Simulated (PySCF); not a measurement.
Molecule: `c1cc(S)ccc1`, C$_{6}$H$_{6}$S.

Mapped SMILES: `[SH:1][c:2]1[cH:3][cH:4][cH:5][cH:6][cH:7]1`. Each H is labelled by its parent atom.

Geometry PBE0-D3(BJ)/def2-SVP throughout; GIAO in PySCF, gas phase, one conformer, non-relativistic; equivalent atoms averaged; functional PBE0.

(1) How do the shifts δ (against CS2, TMS at the same level) depend on the basis set? (ppm; last column core-seconds on shared hosts with different chips, so compare them loosely)

(2) Which nucleus moves most, in ppm?

(3) Taking the largest basis, IGLO-III (314 functions), as the yardstick, rank the others by their worst heavy-atom deviation.

Results:

(1) 
```
    basis set  functions     S1     C2  C4/C6  C3/C7     C5  H(C4)/H(C6)  H(C5)  H(C3)/H(C7)  H(S1)  core-s
       STO-3G         45  -32.9  123.2  110.5  107.4  107.1         6.87   6.69         6.47   1.51     3.7
     pcSseg-0         79  -29.3  145.6  139.0  134.7  133.9         7.16   6.96         6.79   2.85     6.4
        6-31G         79  -23.3  134.4  125.0  122.3  120.3         7.28   7.07         6.99   2.44     7.5
       6-31G*        114   13.2  130.8  122.8  120.1  117.7         7.11   6.90         6.86   2.98      13
      cc-pVDZ        132   -7.5  139.3  128.7  125.0  122.9         7.10   6.92         6.90   3.02     9.8
     def2-SVP        132    4.5  137.2  127.0  122.7  121.1         7.05   6.80         6.83   2.82     9.2
     pcSseg-1        156   -3.1  142.7  134.5  130.9  128.7         7.27   7.07         7.11   3.53      12
  aug-cc-pVDZ        219   -6.2  139.7  128.1  124.7  122.2         7.40   7.25         7.31   3.42      22
6-311+G(2d,p)        233   13.3  142.1  132.6  129.2  126.7         7.39   7.20         7.30   3.59      36
    def2-TZVP        259   17.5  144.4  134.2  130.8  128.1         7.40   7.19         7.26   3.64      28
      cc-pVTZ        298   -2.8  142.8  133.6  130.1  127.6         7.35   7.17         7.21   3.49      35
     IGLO-III        314   22.1  148.0  137.4  133.6  131.0         7.38   7.18         7.29   3.58      38
```

(2) S1 (thiol sulfur): from -32.9 ppm with STO-3G to 22.1 ppm with IGLO-III. The smallest spread is 0.53 ppm, at H(C4)/H(C6). Proton shifts span only some 12 ppm, so a few tenths of a ppm matter as much there as several ppm in carbon.

(3) def2-TZVP 4.6 ppm (259 functions), 6-311+G(2d,p) 8.8 ppm (233 functions), 6-31G* 17.2 ppm (114 functions), def2-SVP 17.6 ppm (132 functions), cc-pVTZ 24.9 ppm (298 functions), pcSseg-1 25.2 ppm (156 functions), aug-cc-pVDZ 28.3 ppm (219 functions), cc-pVDZ 29.6 ppm (132 functions), 6-31G 45.4 ppm (79 functions), pcSseg-0 51.4 ppm (79 functions), STO-3G 55.1 ppm (45 functions).

A small basis that lands close on one nucleus may do so by chance; judge by the trend and by all nuclei.
